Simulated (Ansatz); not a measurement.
Ideal-gas functions of CH4BFN2 (`N=C(N)BF`) at 500 K and 1 bar, from an Ansatz frequency run at PBE0-D4/def2-TZVP.

Molar mass 73.87 g/mol, point group C1 (symmetry number 1), electronic degeneracy 1, moments of inertia 51.003, 131.251, 182.059 u Å². Harmonic wavenumbers (cm⁻¹, unscaled): 88, 198, 269, 414, 443, 544, 590, 861, 864, 903, 1098, 1117, 1177, 1330, 1478, 1625, 1677, 2638, 3518, 3611, 3748.

Use S(trans) = R[1.5 ln M + 2.5 ln T − 1.1517]; rotational temperatures θ = 24.2544 K / I; S(rot) = R[ln(√π/σ · √(T³/θAθBθC)) + 1.5]; for each mode x = 1.438777 ν̃/T, S = R[x/(eˣ − 1) − ln(1 − e⁻ˣ)] and H = RT x/(eˣ − 1); 1 cm⁻¹ = 0.0119627 kJ/mol; R = 8.31446 J/(mol·K).

Task: By hand: the entropy, in J/(mol·K).

Result: Translation 173.3. Rotation: θ = 0.4755, 0.1848, 0.1332 K, giving 113.2. Vibration, mode by mode: 19.76, 13.10, 10.65, 7.33, 6.84, 5.39, 4.85, 2.62, 2.60, 2.38, 1.53, 1.46, 1.27, 0.89, 0.63, 0.44, 0.39, 0.04, 0.00, 0.00, 0.00, in all 82.2. Electronic 0.0. Sum 368.7 J/(mol·K).

Task: By hand: H − E and G − E in kJ/mol, counted from the electronic energy.

Result: Zero-point energy ½ × 28191 × 0.0119627 = 168.6; thermal vibration 22.4; translation, rotation and pV give 4 RT = 16.6. H − E = 207.6 kJ/mol, and G − E = 207.6 − 500 × 368.7/1000 = 23.2 kJ/mol.

Vibration gives 22 % of the entropy, 19.8 J/(mol·K) of it from the mode under 150 cm⁻¹: soft modes count most, and the harmonic formula is weakest for them. The sum counts one conformer and one mirror image; others add a mixing term.
